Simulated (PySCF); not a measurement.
InMe2(OH), C₂H₇InO.
Bonds: In1–C2, In1–C6, In1–O10. Hydrogens: H3, H4, H5 on C2; H7, H8, H9 on C6; H11 on O10.

Method: PySCF, PBE0-D3(BJ)/def2-SVP geometry optimisation, gas phase, def2 core potentials past Kr; density fitting, grid level 1; the optimiser is geomeTRIC in internal coordinates, started from a GFN2-xTB structure with every atom displaced at random (about 0.03 Å).

Step 0: E = -9400.6510 eV
```
atom  x, y, z in Å  |  force x, y, z in eV/Å
In1     0.0142   -0.2941    0.0387   -0.658   2.405  -0.367
C2      2.1296   -0.5815   -0.1180   -0.516  -0.188  -0.791
H3      2.5637    0.1533   -0.7881    0.272   0.439  -0.108
H4      2.3659   -1.5673   -0.5163   -0.170  -0.404  -0.160
H5      2.5662   -0.5306    0.8550    0.527   0.283   1.067
C6     -1.5364    1.4871   -0.0621    3.240  -1.487   1.857
H7     -1.3143    2.1453    0.7748   -0.041   0.155   0.405
H8     -2.4817    1.0759    0.0024   -2.428  -1.068   0.264
H9     -1.4179    2.0265   -0.9340    0.369   1.304  -2.417
O10    -0.9134   -1.9685    0.3350   -1.218  -1.653   0.342
H11    -1.8778   -2.0317    0.4435    0.623   0.214  -0.091
```

Step 1: E = -9401.0934 eV
```
atom  x, y, z in Å  |  force x, y, z in eV/Å
In1    -0.0432   -0.2775    0.0405   -0.518   0.319  -0.058
C2      2.0841   -0.5182   -0.1269   -0.052  -0.204  -0.112
H3      2.5158    0.2413   -0.7915    0.042   0.080   0.070
H4      2.3092   -1.5140   -0.5353   -0.049  -0.015   0.016
H5      2.5375   -0.4495    0.8706    0.061   0.088   0.042
C6     -1.4329    1.4297   -0.0551    0.705  -0.547   0.163
H7     -1.2019    2.0845    0.7959   -0.152   0.077   0.027
H8     -2.4446    1.0223    0.0144   -0.209   0.128   0.003
H9     -1.2794    1.9817   -0.9873   -0.081   0.081  -0.134
O10    -0.9963   -2.0241    0.3492    0.274  -0.229   0.008
H11    -1.9503   -2.0616    0.4565   -0.020   0.221  -0.024
```

Q: Estimate the geometry and energy of step 2. (The exact step hangs on the optimiser's Hessian estimate; all steps are aligned on step 1, rigid shifts and turns removed.)

A: E = -9401.1232 eV, largest force 0.317 eV/Å
```
atom  x, y, z in Å  |  force x, y, z in eV/Å
In1    -0.0613   -0.2676    0.0367    0.065  -0.041  -0.020
C2      2.0661   -0.5145   -0.1296   -0.013  -0.084  -0.019
H3      2.5047    0.2518   -0.7840    0.020   0.003   0.031
H4      2.2839   -1.5128   -0.5365   -0.008   0.020   0.017
H5      2.5222   -0.4382    0.8695    0.001   0.019  -0.028
C6     -1.4066    1.3991   -0.0499    0.018   0.029   0.008
H7     -1.1966    2.0675    0.7977   -0.079   0.059  -0.017
H8     -2.4369    1.0232    0.0152   -0.029   0.127  -0.017
H9     -1.2606    1.9556   -0.9876   -0.069   0.019   0.035
O10    -0.9811   -2.0246    0.3468    0.152  -0.278   0.019
H11    -1.9358   -2.0251    0.4525   -0.059   0.126  -0.010
```

The energy changes by -0.0298 eV. The first-order estimate −F·Δx gives -0.0565 eV and the mean of the old and new forces, exact on a quadratic surface, -0.0289 eV. The step makes an angle of 57° with the force vector and moves no atom by more than 0.041 Å.

The cost below is that of the whole optimisation. The run took 30 s on AMD EPYC 7R43, one thread, no GPU, shared host with 256 logical CPUs at a one-minute load of 66, and the process peaked at 0.40 GiB of memory.
